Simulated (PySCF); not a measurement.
## Radial density of La(20+) (lanthanum, charge +20)

r2SCANh, [Kr] 4d1, 2D determinant. All numbers are calculated (PySCF 2.14, the spin-free X2C one-electron Hamiltonian (Gaussian nucleus), in an even-tempered Gaussian basis (20 s from 1.1 bohr⁻², ratio 2.5; 14 p from 1.4 bohr⁻², ratio 2.5; 9 d from 1.4 bohr⁻², ratio 2.5; 4 f from 5.6 bohr⁻², ratio 2.7; 4 g from 8.4 bohr⁻², ratio 2.7)).

```
r (bohr)  4πr²ρ (e/bohr)  4πr²(ρα − ρβ)
  0.0218           72.68         0.0000
  0.0367           65.95         0.0073
  0.0618           91.33         0.0787
   0.104           84.01         0.4070
   0.175           73.62         0.7082
   0.294           63.56        -0.0008
   0.494           22.61         1.4803
   0.832           10.12         1.2154
    1.40          0.1196         0.0263
    2.35       2.930e-05         0.0000
```

Densities and radii are taken from the X2C orbitals without a picture-change correction, which distorts them close to the nucleus.

Spin-orbit coupling, absent here, splits the open shell strongly.
